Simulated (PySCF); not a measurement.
PySCF job for silanone cation (H2OSi), SMILES O=[SiH2] (connectivity only; charge and spin as stated), charge +1, multiplicity 2, IEF-PCM-B3LYP/def2-TZVPD. Coordinates come from a PBE-D3(BJ)/def2-TZVP optimisation. The spin state was assumed, not searched.

```python
import numpy as np
from pyscf import gto, scf, dft
from pyscf.solvent import pcm

mol = gto.M(
    atom='''
    Si    0.00000000    0.00000000    0.48172079
    O     0.00000000    0.00000000   -1.12430426
    H     0.00000000   -1.34868724    1.12517150
    H     0.00000000    1.34868722    1.12517152
    ''',
    basis='def2-TZVPD',
    charge=1,
    spin=1,
    max_memory=1600,
    verbose=3,
)
mf = dft.UKS(mol, xc='b3lyp').density_fit(auxbasis='def2-universal-jkfit')
mf.grids.level = 3
mf.conv_tol = 1e-9
mf.max_cycle = 100
mf.kernel()
fine, coarse = mf.grids, dft.Grids(mol).set(level=1).build(with_non0tab=True)
for _ in range(3):  # follow internal instabilities
    mf.grids = coarse
    mo, _, stable, _ = mf.stability(return_status=True, nroots=4)
    mf.grids = fine
    if stable:
        break
    mf.kernel(mf.make_rdm1(mo, mf.mo_occ))
res = {}
for name, eps in {'water': 78.355, 'benzene': 2.2706, '1-octanol': 9.8629}.items():
    s = mf.PCM()
    s.with_solvent.method, s.with_solvent.eps, s.with_solvent.lebedev_order = 'IEF-PCM', eps, 29
    s.kernel(mf.make_rdm1())
    res[name] = (s.e_tot, eps, s.dip_moment(), s.mo_energy, s.converged)
    print(f'{name}: electrostatic solvation free energy {(s.e_tot - mf.e_tot) * 627.509474:.3f} kcal/mol')
```

Output:

```

WARN: HOMO -0.360801578744734 >= LUMO -0.360801578744756

converged SCF energy = -365.585610032614  <S^2> = 0.75610869  2S+1 = 2.0060994
<class 'pyscf.df.df_jk.DFUKS'> wavefunction is stable in the internal stability analysis

WARN: PCM is an experimental feature. It is still in testing.
Features and APIs may be changed in the future.

converged SCF energy = -365.692533923758  <S^2> = 0.75612492  2S+1 = 2.0061156

WARN: System has nonzero charge 1; the dipole moment is origin-dependent.
Location of origin: [0. 0. 0.]

Dipole moment(X, Y, Z, Debye): -0.00000,  0.00000,  4.29375
water: electrostatic solvation free energy -67.096 kcal/mol

WARN: PCM is an experimental feature. It is still in testing.
Features and APIs may be changed in the future.

converged SCF energy = -365.645652514019  <S^2> = 0.75607686  2S+1 = 2.0060677

WARN: System has nonzero charge 1; the dipole moment is origin-dependent.
Location of origin: [0. 0. 0.]

Dipole moment(X, Y, Z, Debye):  0.00000,  0.00000,  3.92061
benzene: electrostatic solvation free energy -37.677 kcal/mol

WARN: PCM is an experimental feature. It is still in testing.
Features and APIs may be changed in the future.

converged SCF energy = -365.682726066896  <S^2> = 0.75610294  2S+1 = 2.0060937

WARN: System has nonzero charge 1; the dipole moment is origin-dependent.
Location of origin: [0. 0. 0.]

Dipole moment(X, Y, Z, Debye): -0.00000,  0.00000,  4.19804
1-octanol: electrostatic solvation free energy -60.941 kcal/mol
```

The calculation finished and met its thresholds.
